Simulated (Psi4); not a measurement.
Psi4 input (wB97X-D/6-31G*):

```
memory 1500 MB

molecule {
1 1
C     1.90795100   -0.69549700   -0.16332800
C     0.76181700   -0.39548200    0.82378300
B    -0.48666200    0.27079800    0.18322300
N    -1.18740800    1.37393300    0.59983600
N    -1.02516600   -0.40969600   -1.14270600
H     1.61994400   -1.42510300   -0.92613000
H     2.76281300   -1.12134800    0.35919500
H     2.25305400    0.20873100   -0.66832100
H     1.12884900    0.23391200    1.63744400
H     0.44983600   -1.33254300    1.30440400
H    -2.00578700    1.77228300    0.16439300
H    -0.91021900    1.87886200    1.42944200
H    -0.29001900   -0.41517900   -1.85474500
H    -1.84842800    0.03423300   -1.55175000
H    -1.25732500   -1.39162600   -0.97269700
symmetry c1
no_reorient
no_com
}

set {
  basis 6-31G*
  reference rks
  scf_type pk
  dft_radial_points 99
  dft_spherical_points 590
  e_convergence 1e-8
  d_convergence 1e-7
  maxiter 150
}

e = energy('wb97x-d')
print_out(f'\nFINAL {e:.10f} DIPOLE {variable("CURRENT DIPOLE")[0]:.6f} {variable("CURRENT DIPOLE")[1]:.6f} {variable("CURRENT DIPOLE")[2]:.6f}\n')
```

Output:

```
   => Loading Basis Set <=

    Name: 6-31G*
    Role: ORBITAL
    Keyword: BASIS
    atoms 1-2  entry C          line   111 file 6-31gs.gbs
    atoms 3    entry B          line    94 file 6-31gs.gbs
    atoms 4-5  entry N          line   128 file 6-31gs.gbs
    atoms 6-15 entry H          line    44 file 6-31gs.gbs

   => WB97X-D: Empirical Dispersion <=

    Chai and Head-Gordon Dispersion Correction
    Chai, J.-D.; Head-Gordon, M. (2010), J. Chem. Phys., 132: 6615-6620

        s6 =       1.000000

         ---------------------------------------------------------
                                   SCF
               by Justin Turney, Rob Parrish, Andy Simmonett
                          and Daniel G. A. Smith
                              RKS Reference
         ---------------------------------------------------------

  ==> Geometry <==

    Molecular point group: c1
    Full point group: C1

    Geometry (in Angstrom), charge = 1, multiplicity = 1:

       Center              X                  Y                   Z               Mass
    ------------   -----------------  -----------------  -----------------  -----------------
         C            1.907951000000    -0.695497000000    -0.163328000000    12.000000000000
         C            0.761817000000    -0.395482000000     0.823783000000    12.000000000000
         B           -0.486662000000     0.270798000000     0.183223000000    11.009305360000
         N           -1.187408000000     1.373933000000     0.599836000000    14.003074004430
         N           -1.025166000000    -0.409696000000    -1.142706000000    14.003074004430
         H            1.619944000000    -1.425103000000    -0.926130000000     1.007825032230
         H            2.762813000000    -1.121348000000     0.359195000000     1.007825032230
         H            2.253054000000     0.208731000000    -0.668321000000     1.007825032230
         H            1.128849000000     0.233912000000     1.637444000000     1.007825032230
         H            0.449836000000    -1.332543000000     1.304404000000     1.007825032230
         H           -2.005787000000     1.772283000000     0.164393000000     1.007825032230
         H           -0.910219000000     1.878862000000     1.429442000000     1.007825032230
         H           -0.290019000000    -0.415179000000    -1.854745000000     1.007825032230
         H           -1.848428000000     0.034233000000    -1.551750000000     1.007825032230
         H           -1.257325000000    -1.391626000000    -0.972697000000     1.007825032230

  Running in c1 symmetry.

  Rotational constants: A =      0.22951  B =      0.11237  C =      0.08328 [cm^-1]
  Rotational constants: A =   6880.44530  B =   3368.90769  C =   2496.60342 [MHz]
  Nuclear repulsion =  179.562676715366194

  Charge       = 1
  Multiplicity = 1
  Electrons    = 40
  Nalpha       = 20
  Nbeta        = 20

  ==> Algorithm <==

  SCF Algorithm Type is PK.
  DIIS enabled.
  MOM disabled.
  Fractional occupation disabled.
  Guess Type is SAD.
  Energy threshold   = 1.00e-08
  Density threshold  = 1.00e-07
  Integral threshold = 1.00e-12

  ==> Primary Basis <==

  Basis Set: 6-31G*
    Blend: 6-31G*
    Number of shells: 50
    Number of basis functions: 95
    Number of Cartesian functions: 95
    Spherical Harmonics?: false
    Max angular momentum: 2

  ==> DFT Potential <==

   => LibXC <=

    Version 7.1.2
    S. Lehtola, C. Steigemann, M. J. T. Oliveira, and M. A. L. Marques,  SoftwareX 7, 1–5 (2018) (10.1016/j.softx.2017.11.002)

   => Composite Functional: WB97X-D <=

    wB97X-D Hyb-GGA Exchange-Correlation Functional

    J.-D. Chai and M. Head-Gordon,  Phys. Chem. Chem. Phys. 10, 6615–6620 (2008) (10.1039/B810189B)

    Deriv               =              1
    GGA                 =           TRUE
    Meta                =          FALSE

    Exchange Hybrid     =           TRUE
    MP2 Hybrid          =          FALSE

   => Exchange-Correlation Functionals <=

    1.0000   wB97X-D range-separated functional

   => Exact (HF) Exchange <=

    0.7780            HF,LR [omega = 0.2000]
    0.2220               HF

   => LibXC Density Thresholds  <==

    XC_HYB_GGA_XC_WB97X_D:  1.00E-14

   => Molecular Quadrature <=

    Radial Scheme          =       TREUTLER
    Pruning Scheme         =           NONE
    Nuclear Scheme         =       TREUTLER

    Blocking Scheme        =         OCTREE
    BS radius alpha        =              1
    Pruning alpha          =              1
    Radial Points          =             99
    Spherical Points       =            590
    Total Points           =         815652
    Total Blocks           =           5633
    Max Points             =            256
    Max Functions          =             94
    Weights Tolerance      =       1.00E-15

  ==> Integral Setup <==

  Using in-core PK algorithm.
   Calculation information:
      Number of atoms:                  15
      Number of AO shells:              50
      Number of primitives:            115
      Number of atomic orbitals:        95
      Number of basis functions:        95

      Integral cutoff                 1.00e-12
      Number of threads:                 1

  Performing in-core PK
  Using 31197240 doubles for integral storage.
  We computed 755900 shell quartets total.
  Whereas there are 813450 unique shell quartets.

  Computing range-separated integrals for PK
  We computed 755900 wK shell quartets total.
  Whereas there are 813450 wK unique shell quartets.

  ==> DiskJK: Disk-Based J/K Matrices <==

    J tasked:                  Yes
    K tasked:                  Yes
    wK tasked:                 Yes
    Omega:               2.000E-01
    Schwarz Cutoff:          1E-12


  Cached 20.0% of DFT collocation blocks in 0.361 [GiB].

  Minimum eigenvalue in the overlap matrix is 4.9048411960E-03.
  Reciprocal condition number of the overlap matrix is 6.7683304323E-04.
    Using symmetric orthogonalization.

  ==> Pre-Iterations <==

  SCF Guess: Superposition of Atomic Densities via on-the-fly atomic UHF (no occupation information).

   -------------------------
    Irrep   Nso     Nmo
   -------------------------
     A         95      95
   -------------------------
    Total      95      95
   -------------------------

  ==> Iterations <==

                        Total Energy        Delta E     RMS |[F,P]|

   @RKS iter SAD:  -215.77863430573132   -2.15779e+02   0.00000e+00
   @RKS iter   1:  -216.10399079005441   -3.25356e-01   7.94532e-03 DIIS/ADIIS
   @RKS iter   2:  -216.20211141038521   -9.81206e-02   6.58701e-03 DIIS/ADIIS
   @RKS iter   3:  -216.36815109487566   -1.66040e-01   5.93786e-04 DIIS/ADIIS
   @RKS iter   4:  -216.36939148177706   -1.24039e-03   2.98802e-04 DIIS/ADIIS
   @RKS iter   5:  -216.36976361008996   -3.72128e-04   4.57743e-05 DIIS
   @RKS iter   6:  -216.36977326694856   -9.65686e-06   1.51032e-05 DIIS
   @RKS iter   7:  -216.36977434145555   -1.07451e-06   5.01071e-06 DIIS
   @RKS iter   8:  -216.36977447475655   -1.33301e-07   1.17950e-06 DIIS
   @RKS iter   9:  -216.36977448407382   -9.31726e-09   2.81542e-07 DIIS
   @RKS iter  10:  -216.36977448489586   -8.22041e-10   6.76566e-08 DIIS
  Energy and wave function converged.

  ==> Post-Iterations <==

   Electrons on quadrature grid:
      Ntotal   =   39.9999910955 ; deviation = -8.904e-06

    Orbital Energies [Eh]
    ---------------------

    Doubly Occupied:

       1A    -14.748298     2A    -14.639180     3A    -10.436063
       4A    -10.435299     5A     -7.071131     6A     -1.270901
       7A     -1.155646     8A     -1.009861     9A     -0.877678
      10A     -0.853721    11A     -0.846619    12A     -0.825013
      13A     -0.779827    14A     -0.726420    15A     -0.675791
      16A     -0.657913    17A     -0.606824    18A     -0.582671
      19A     -0.562865    20A     -0.558631

    Virtual:

      21A     -0.081697    22A     -0.067725    23A     -0.005791
      24A      0.009178    25A      0.021694    26A      0.044824
      27A      0.066939    28A      0.097706    29A      0.102398
      30A      0.116022    31A      0.132260    32A      0.147061
      33A      0.161808    34A      0.232246    35A      0.241186
      36A      0.374906    37A      0.380318    38A      0.414086
      39A      0.473542    40A      0.487528    41A      0.501668
      42A      0.570290    43A      0.588017    44A      0.596210
      45A      0.644555    46A      0.677016    47A      0.679598
      48A      0.716937    49A      0.726914    50A      0.733590
      51A      0.770182    52A      0.785254    53A      0.797142
      54A      0.823579    55A      0.847361    56A      0.860867
      57A      0.871521    58A      0.905267    59A      0.913955
      60A      0.956987    61A      1.037230    62A      1.077696
      63A      1.130389    64A      1.174309    65A      1.285724
      66A      1.312227    67A      1.426748    68A      1.440887
      69A      1.510273    70A      1.536086    71A      1.572560
      72A      1.611240    73A      1.737720    74A      1.821400
      75A      1.873550    76A      1.897613    77A      1.956306
      78A      2.035536    79A      2.095873    80A      2.124057
      81A      2.220849    82A      2.234884    83A      2.249803
      84A      2.281922    85A      2.309992    86A      2.332295
      87A      2.425629    88A      2.524122    89A      2.602466
      90A      2.720028    91A      3.478263    92A      3.680660
      93A      3.855231    94A      4.157067    95A      4.399355

    Final Occupation by Irrep:
              A
    DOCC [    20 ]
    NA   [    20 ]
    NB   [    20 ]

  @RKS Final Energy:  -216.36977448489586

   => Energetics <=

    Nuclear Repulsion Energy =            179.5626767153661945
    One-Electron Energy =                -638.3483897917582226
    Two-Electron Energy =                 264.4157447620020776
    DFT Exchange-Correlation Energy =     -21.9927216096561189
    Empirical Dispersion Energy =          -0.0070845608497873
    VV10 Nonlocal Energy =                  0.0000000000000000
    Total Energy =                       -216.3697744848958564

Computation Completed

Properties will be evaluated at   0.000000,   0.000000,   0.000000 [a0]

Properties computed using the SCF density matrix

 Multipole Moments:

 ------------------------------------------------------------------------------------
     Multipole            Electronic (a.u.)      Nuclear  (a.u.)        Total (a.u.)
 ------------------------------------------------------------------------------------

 L = 1.  Multiply by 2.5417464519 to convert [e a0] to [Debye]
 Dipole X            :         -1.7244144           -0.0000038           -1.7244182
 Dipole Y            :          0.0250957           -0.0000057            0.0250900
 Dipole Z            :         -1.1759551           -0.0000189           -1.1759740
 Magnitude           :                                                    2.0873817

 ------------------------------------------------------------------------------------

FINAL -216.3697744849 DIPOLE -1.724418 0.025090 -1.175974

*** Psi4 exiting successfully. Buy a developer a beer!
```

The dipole moment of an ion depends on the origin.

The geometry given is a B3LYP-D3(BJ)/def2-TZVP minimum.
